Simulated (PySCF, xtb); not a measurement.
ClH₆SbSi₂, SMILES [SiH3][Sb]([SiH3])[Cl].

GFN2-xTB (xtb) at its own geometry gives an orbital gap of 3.07 eV and a dipole moment of 2.88 D.

Geometry optimised at B3LYP-D3(BJ)/def2-SVP. The def2 effective core potentials stand for the cores of Sb; spin–orbit coupling is left out.

What does PBE/def2-TZVP (PySCF) give? (The exact figures need the calculation; the answer reports its results.)

gap 3.30 eV (levels -6.22 and -2.92 eV), dipole 2.36 D.
